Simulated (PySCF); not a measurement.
Continuum solvent and chemical shifts

Mapped SMILES: `[O:1]=[S:2](=[O:3])([Cl:4])[c:5]1[cH:6][cH:7][c:8]([SiH3:9])[s:10]1` (H(Xn): hydrogen on atom n).

GIAO PBE0/pcSseg-1 in PySCF on one PBE0-D3(BJ)/def2-SVP conformer, non-relativistic, equivalent nuclei averaged. Solvents enter as an IEF-PCM continuum (cyclohexane with ε = 2.0, chloroform with ε = 4.7) around the gas-phase geometry. Shifts are referred to CS2, TMS computed in the same medium.

Gas phase, δ in ppm: S2 324.4, S10 268.8, C5 163.3, C8 148.5, C7 142.6, C6 138.5, Si9 -71.3, H(C6) 7.74, H(C7) 7.35, H(Si9) 4.66. Dipole moment 5.15 D.

Problem. How does each δ change in the continuum?

Solution. 
| atoms | environment | Δδ, cyclohexane | Δδ, chloroform |
| --- | --- | --- | --- |
| S2 | sulfonyl sulfur | +2.3 | +4.0 |
| S10 | aromatic ring sulfur | -0.3 | -1.1 |
| C5 | aromatic carbon bearing sulfur | -0.6 | -1.0 |
| C8 | substituted aromatic carbon next to the ring sulfur | +2.0 | +3.4 |
| C7 | aromatic CH | +1.2 | +2.2 |
| C6 | aromatic CH | +1.5 | +2.7 |
| Si9 | silicon bonded to C, 3 H | +0.2 | +0.2 |
| H(C6) | hydrogen on an aromatic CH | +0.12 | +0.21 |
| H(C7) | hydrogen on an aromatic CH | +0.15 | +0.28 |
| H(Si9) | hydrogen on a silicon bonded to C | +0.01 | +0.01 |

Changes are relative to the gas phase. The dipole moment becomes 5.71 D in cyclohexane, 6.14 D in chloroform.

Problem. Which of the listed nuclei move most (in ppm), and what does the model miss? (N and O are left out, as their reference compounds move with the solvent too.)

Solution. S2 (sulfonyl sulfur, +4.0 ppm) in chloroform. A continuum only polarises the solute; specific hydrogen bonds, the anisotropy of aromatic solvents and changes of geometry or conformer are outside it.
